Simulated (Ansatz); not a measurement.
Reaction (cleavage of the B–B bond): `BBO[SiH](C)F` + `C=CN[SiH3]` → `BN([SiH3])C=C` + `BO[SiH](C)F`

Program: Ansatz. Geometries: PBE0-D4/def2-TZVP. ΔE: electronic, gas phase. CCSD(T)/CBS is the MP2 limit (def2-TZVPP, def2-QZVPP) plus CCSD(T) − MP2 in def2-TZVPP, frozen cores. This one scheme is used for every species. DFT in def2-TZVPP. One conformer a species, not always the lowest.

```
          level  ΔE (kcal/mol)
      r2SCAN-D4          -36.4
CCSD/def2-TZVPP          -37.9
```

Question: What does CCSD(T)/CBS give? (Best estimate.)

Answer: Ansatz gave: -38.5 kcal/mol. The listed levels differ from it by 2.1, 0.6 kcal/mol.

Largest T1 diagnostic among the species: 0.013.

In def2-TZVPP, CCSD(T) changes the Hartree–Fock value by −4.1 kcal/mol (the triples alone add −1.0 kcal/mol) and MP2 by −5.9 kcal/mol. The D4 term adds −1.8 kcal/mol with B3LYP and −0.9 kcal/mol with PBE0; it sums over pairs of atoms, weighted by their polarisabilities, and B3LYP, whose exchange is more repulsive, gets the larger term.

B3LYP here is the variant with VWN-RPA as its local correlation; programs differ in this.
